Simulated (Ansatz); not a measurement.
Consider the homolysis of the B–Si bond: `F[Si](F)(F)B(Cl)Cl` → `Cl[B]Cl`• + `F[Si](F)F`•.

Gas-phase electronic energies from Ansatz, PBE0-D4/def2-TZVP geometries. CBS: MP2 limit from def2 TZ/QZ plus the TZ coupled-cluster correction, frozen cores. This one scheme is used for every species. Functionals use def2-TZVPP. Open shells (•) are unrestricted, without spin–orbit coupling. One conformer a species, not always the lowest.

```csv
level,ΔE (kJ/mol),difference from CCSD(T)/CBS
BLYP-D4,372.7,-25.5
r2SCAN-D4,363.0,-35.2
PBE0-D4,382.2,-16.0
CAM-B3LYP-D4,386.5,-11.7
BLYP,350.4,-47.8
r2SCAN0,362.5,-35.7
BHLYP,372.5,-25.7
LC-ωPBE,373.7,-24.5
SCS-MP2/def2-TZVPP,392.6,-5.6
MP2/def2-QZVPP,392.2,-6.0
CCSD(T)/CBS,398.2,0
```

Largest T1 diagnostic among the species: 0.015.

The D4 term adds +17.6 kJ/mol with B3LYP and +9.7 kJ/mol with PBE0; it sums over pairs of atoms, weighted by their polarisabilities, and B3LYP, whose exchange is more repulsive, gets the larger term. From PBE to PBE0 (25 % exact exchange), in def2-TZVPP and without D4, ΔE moves by +6.5 kJ/mol. In def2-TZVPP, CCSD(T) changes the Hartree–Fock value by +96.3 kJ/mol (the triples alone add +5.9 kJ/mol) and MP2 by +94.6 kJ/mol; breaking electron pairs costs correlation energy, which Hartree–Fock lacks.

B3LYP here is the variant with VWN-RPA as its local correlation; programs differ in this.
